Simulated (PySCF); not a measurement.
Ta(NH)(F)2(OH) (F₂H₂NOTa), SMILES [NH]=[Ta]([OH])([F])[F], multiplicity 1. Atoms are numbered in the order given.

```xyz
7

Ta     0.0120    -0.0050     0.0000
N     -0.0536    -1.7736     0.0000
H     -0.0574    -2.7869     0.0000
F      0.9103     0.5589     1.5740
F      0.9103     0.5589    -1.5740
O     -1.7732     0.6573     0.0000
H     -2.6462     0.2477     0.0000
```

Geometry: B3LYP-D3(BJ)/def2-SVP. The spin state was assumed, not searched. The structure was generated by enumeration; whether it is a known compound was not checked. The def2 effective core potentials stand for the cores of Ta; spin–orbit coupling is left out. Other conformers were not sampled.

Calculation: B3LYP-D3(BJ)/def2-SVP run with PySCF.

Frequencies are harmonic and unscaled.

```json
[
 {"mode": "1", "ν (cm⁻¹)": "160", "IR (km/mol)": "7.7", "Raman (Å⁴/amu)": "0.5", "depolarisation": "0.72", "moving atoms (share of kinetic energy)": "F 87 %, Ta 9 %"},
 {"mode": "2", "ν (cm⁻¹)": "172", "IR (km/mol)": "0.1", "Raman (Å⁴/amu)": "1.4", "depolarisation": "0.75", "moving atoms (share of kinetic energy)": "O 46 %, F 33 %, H 12 %, Ta 9 %"},
 {"mode": "3", "ν (cm⁻¹)": "196", "IR (km/mol)": "2.8", "Raman (Å⁴/amu)": "0.9", "depolarisation": "0.22", "moving atoms (share of kinetic energy)": "F 54 %, O 22 %, Ta 16 %"},
 {"mode": "4", "ν (cm⁻¹)": "237", "IR (km/mol)": "16.4", "Raman (Å⁴/amu)": "4.6", "depolarisation": "0.71", "moving atoms (share of kinetic energy)": "N 49 %, H 21 %, O 16 %, F 9 %"},
 {"mode": "5", "ν (cm⁻¹)": "238", "IR (km/mol)": "1.2", "Raman (Å⁴/amu)": "3.1", "depolarisation": "0.75", "moving atoms (share of kinetic energy)": "N 48 %, F 35 %, H 12 %"},
 {"mode": "6", "ν (cm⁻¹)": "430", "IR (km/mol)": "101.0", "Raman (Å⁴/amu)": "2.8", "depolarisation": "0.75", "moving atoms (share of kinetic energy)": "H 85 %, O 13 %"},
 {"mode": "7", "ν (cm⁻¹)": "503", "IR (km/mol)": "275.2", "Raman (Å⁴/amu)": "0.6", "depolarisation": "0.70", "moving atoms (share of kinetic energy)": "H 82 %, O 16 %"},
 {"mode": "8", "ν (cm⁻¹)": "541", "IR (km/mol)": "195.2", "Raman (Å⁴/amu)": "2.2", "depolarisation": "0.75", "moving atoms (share of kinetic energy)": "H 82 %, N 17 %"},
 {"mode": "9", "ν (cm⁻¹)": "628", "IR (km/mol)": "40.6", "Raman (Å⁴/amu)": "2.4", "depolarisation": "0.74", "moving atoms (share of kinetic energy)": "H 70 %, N 14 %, O 13 %"},
 {"mode": "10", "ν (cm⁻¹)": "678", "IR (km/mol)": "103.2", "Raman (Å⁴/amu)": "2.8", "depolarisation": "0.02", "moving atoms (share of kinetic energy)": "F 90 %"},
 {"mode": "11", "ν (cm⁻¹)": "679", "IR (km/mol)": "125.3", "Raman (Å⁴/amu)": "0.3", "depolarisation": "0.75", "moving atoms (share of kinetic energy)": "F 85 %, Ta 15 %"},
 {"mode": "12", "ν (cm⁻¹)": "732", "IR (km/mol)": "92.5", "Raman (Å⁴/amu)": "5.2", "depolarisation": "0.18", "moving atoms (share of kinetic energy)": "O 74 %, H 15 %, Ta 10 %"},
 {"mode": "13", "ν (cm⁻¹)": "1008", "IR (km/mol)": "113.2", "Raman (Å⁴/amu)": "31.3", "depolarisation": "0.06", "moving atoms (share of kinetic energy)": "N 84 %"},
 {"mode": "14", "ν (cm⁻¹)": "3663", "IR (km/mol)": "156.1", "Raman (Å⁴/amu)": "145.9", "depolarisation": "0.37", "moving atoms (share of kinetic energy)": "H 92 %"},
 {"mode": "15", "ν (cm⁻¹)": "3886", "IR (km/mol)": "221.9", "Raman (Å⁴/amu)": "102.8", "depolarisation": "0.26", "moving atoms (share of kinetic energy)": "H 94 %"}
]
```
